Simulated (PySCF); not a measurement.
**Ne²⁺ (neon, charge +2) across methods**

[He] 2s2 2p4, high-spin 3P determinant. Calculation: PySCF 2.14, in aug-cc-pVQZ (6s5p4d3f2g, 80 functions); no relativity, point nucleus.

| method | E (hartree) | mean ε 2s β (eV) | mean ε 2p α (eV) | mean ε 2p β (eV) | Σ⟨r²⟩ (bohr²) | ⟨S²⟩ |
| --- | --- | --- | --- | --- | --- | --- |
| r2SCAN | -126.6296 | -75.348 | -58.076 | -53.416 | 4.987 | 2.002 |
| M06 | -126.6380 | -77.886 | -60.486 | -55.731 | 4.986 | 2.002 |
| BLYP | -126.6582 | -74.741 | -56.743 | -52.632 | 5.039 | 2.001 |
| PBE0 | -126.5728 | -78.029 | -60.344 | -55.760 | 5.003 | 2.002 |
| BHandHLYP | -126.6590 | -81.385 | -63.814 | -59.006 | 4.993 | 2.002 |
| B3LYP | -126.6617 | -77.583 | -59.740 | -55.335 | 5.017 | 2.002 |
| PBE | -126.5543 | -74.698 | -56.798 | -52.560 | 5.030 | 2.001 |
| UHF | -126.37816 | -86.439 | -70.109 | -64.133 | 4.960 | 2.004 |
| LDA | -125.8908 | -74.673 | -56.893 | -52.163 | 5.051 | 2.001 |
